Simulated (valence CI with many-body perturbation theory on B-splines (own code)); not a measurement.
The numbers below are computed, except where a source is named.
# Zn23+: input, log and results

Level of theory: valence CI with perturbative core correlation (CI+MBPT): five valence electrons over a frozen Dirac-Fock core [He], radial functions for each j: 9 s, 9 p, 8 d, 6 f, 3 g, 1 h, with the one-electron correlation potential Σ1 (screened to all orders), the two-electron term Σ2, the three-electron term Σ3, Breit, model QED; selected single and double excitations, second order for the rest (own B-spline code, finite nucleus).

Command, and the settings that its task file holds:

```sh
python run_cv.py task.json out
```

```
atom Zn  Z=30  mass_number=64  rms_radius_fm=3.9283
core [He]
valence 2s2 2p3
avg = 1
basis = M
breit = 1
cap = 40000
capref = 1200
cscale = 1
de = 0.0
dress = 0
eps = 2e-08
h = 0.27
hh = 1
l2 = 3
lcore = 6
maxit = 60
n2 = 5
natural = 1
nlev = 45
nno = [5, 5, 5, 4, 2, 1]
nroot = 26
nsp = [4, 4, 3, 2, 1, 0]
pt2 = 1
qed = 1
rpa = 1
s1 = 1
s2 = 1
s3 = 1
screen = 1
tol = 2e-05
```

It took 4.5 min on 1 thread of Arm Neoverse V1, with other jobs on the host.

Log. The first blocks belong to the next ion, which gives the ionisation energy. Fields: 2J, parity (1 odd), roots, reference size, generating configurations, candidates as configurations/state functions, variational space P, stored matrix elements, Davidson steps; e2 is the range of second-order energies in hartree. The first line gives the box (bohr), its intervals, the orbitals and the steps of their self-consistent field. Window is the range of levels sought, series limit the energy at which the first omitted orbital would enter, core excitation an estimate of the first excitation out of the core, left out the lowest levels not solved, and shifts from estimates the range by which levels moved from their first estimate, all in cm⁻¹.

```
rmax 3.5 intervals 59 orbitals 63 references ['2s2 2p3', '2s 2p4', '2p5'] scf 4 t 0.5
2J=0 par=0 roots 2 ref 28 generators 4 cand 3355/4621 P 2259/3148 nnz 1.3e+06 it 5
2J=0 par=0 roots 2 ref 28 generators 8 cand 5486/8566 P 2928/4110 nnz 1.8e+06 it 5
   second order: generators 15 cand 15428/27109 e2 -0.00003 -0.00003
reference levels 581, estimated 452, window 10771236 1/cm; series limit 15157697, core excitation 70660375
2J=3 par=1 roots 18 ref 87 generators 23 cand 28498/213618 P 2000/8000 nnz 5.1e+06 it 9
2J=3 par=1 roots 18 ref 87 generators 28 cand 36845/300020 P 7184/40000 nnz 8.2e+07 it 10
   second order: generators 71 cand 89400/887764 e2 -0.01193 -0.00079
2J=5 par=1 roots 11 ref 72 generators 18 cand 29109/257242 P 1851/7998 nnz 5.7e+06 it 8
2J=5 par=1 roots 11 ref 72 generators 23 cand 36074/375167 P 6284/40000 nnz 8.8e+07 it 9
   second order: generators 53 cand 78589/985977 e2 -0.01126 -0.00125
2J=1 par=1 roots 12 ref 58 generators 21 cand 25571/120525 P 2693/8000 nnz 4.2e+06 it 8
2J=1 par=1 roots 12 ref 58 generators 25 cand 30951/153775 P 9897/39997 nnz 7.1e+07 it 9
   second order: generators 64 cand 79180/490659 e2 -0.00231 -0.00019
2J=5 par=0 roots 15 ref 79 generators 22 cand 29955/260020 P 1975/7994 nnz 5.6e+06 it 9
2J=5 par=0 roots 15 ref 79 generators 31 cand 42794/491757 P 6479/39999 nnz 8.6e+07 it 9
   second order: generators 82 cand 113916/1577313 e2 -0.00903 -0.00267
2J=3 par=0 roots 18 ref 86 generators 22 cand 29272/215703 P 1936/7994 nnz 5.5e+06 it 9
2J=3 par=0 roots 18 ref 86 generators 31 cand 42800/412787 P 6972/39996 nnz 8.1e+07 it 9
   second order: generators 79 cand 107441/1227351 e2 -0.01001 -0.00163
2J=1 par=0 roots 14 ref 59 generators 23 cand 26314/121765 P 2786/7994 nnz 4.5e+06 it 11
2J=1 par=0 roots 14 ref 59 generators 29 cand 33521/171063 P 9923/39997 nnz 7e+07 it 10
   second order: generators 75 cand 88696/547748 e2 -0.00271 -0.00030
2J=7 par=1 roots 5 ref 44 generators 11 cand 23236/224249 P 1832/8000 nnz 5.7e+06 it 5
2J=7 par=1 roots 5 ref 44 generators 13 cand 26660/307652 P 5988/39997 nnz 9.2e+07 it 7
   second order: generators 36 cand 72397/988677 e2 -0.00450 -0.00184
2J=7 par=0 roots 7 ref 46 generators 12 cand 24026/226706 P 1830/7966 nnz 5.5e+06 it 8
2J=7 par=0 roots 7 ref 46 generators 17 cand 34658/456843 P 5754/39987 nnz 9.7e+07 it 8
   second order: generators 47 cand 79352/1264003 e2 -0.00630 -0.00219
2J=9 par=0 roots 3 ref 22 generators 5 cand 13571/126105 P 1804/7994 nnz 6.2e+06 it 5
2J=9 par=0 roots 3 ref 22 generators 6 cand 14945/174260 P 5446/39994 nnz 1.2e+08 it 6
   second order: generators 27 cand 60416/931676 e2 -0.00075 -0.00056
2J=9 par=1 roots 2 ref 17 generators 4 cand 12105/122147 P 1511/8000 nnz 7.7e+06 it 5
2J=9 par=1 roots 2 ref 17 generators 5 cand 15810/173126 P 4598/37125 nnz 1.2e+08 it 5
   second order: generators 13 cand 33950/438858 e2 -0.00095 -0.00037
2J=11 par=1 roots 1 ref 4 generators 1 cand 5486/57321 P 1540/8000 nnz 7.8e+06 it 5
2J=11 par=1 roots 1 ref 4 generators 3 cand 12713/164701 P 3706/29366 nnz 9.8e+07 it 5
   second order: generators 9 cand 25388/314773 e2 -0.00015 -0.00015
left out: unestimated 13876552, estimated 11372432, shifts from estimates -298 to 436
operators 0.2
```

The Davidson iterations converged.

No measured spectrum was set against this ion. As an estimate, levels of excited configurations hold to 0.05 to 0.15 % of their energy, terms of the ground configuration to about 0.5 %. Among the levels kept, up to 2200 cm⁻¹ of a level comes from second order outside the variational space, and about a tenth of that is noise between levels of different J, which matters for small intervals.

| Item | Value |
| --- | --- |
| Valence energy | -460.0935 hartree |
| Ionisation energy | 2213.1 eV (NIST: 2214 ± 8 eV (semi-empirical)) |
| Reference configurations for the orbitals | 2s2 2p3, 2s 2p4, 2p5 |
| Radial orbitals | 63 |
| Box radius | 3.512 bohr |
| Largest variational space | 40000 |
| Lowest levels | 2s²2p³ ⁴S°_3/2 0.00, 2s²2p³ ²D°_3/2 23.31, 2s²2p³ ²D°_5/2 31.53, 2s²2p³ ²P°_1/2 44.31, 2s²2p³ ²P°_3/2 62.08, 2s2p⁴ ⁴P_5/2 118.62, 2s2p⁴ ⁴P_3/2 134.49, 2s2p⁴ ⁴P_1/2 137.70, 2s2p⁴ ²D_3/2 164.75, 2s2p⁴ ²D_5/2 170.15, 2s2p⁴ ²S_1/2 188.09, 2s2p⁴ ²P_3/2 195.84, 2s2p⁴ ²P_1/2 219.13, 2p⁵ ²P°_3/2 304.06 eV |

Names give the largest LS component (configuration and term), which can be under half, so a name can repeat, a term be missing and a line seem to break the LS rules; names also repeat where a configuration has a term twice.
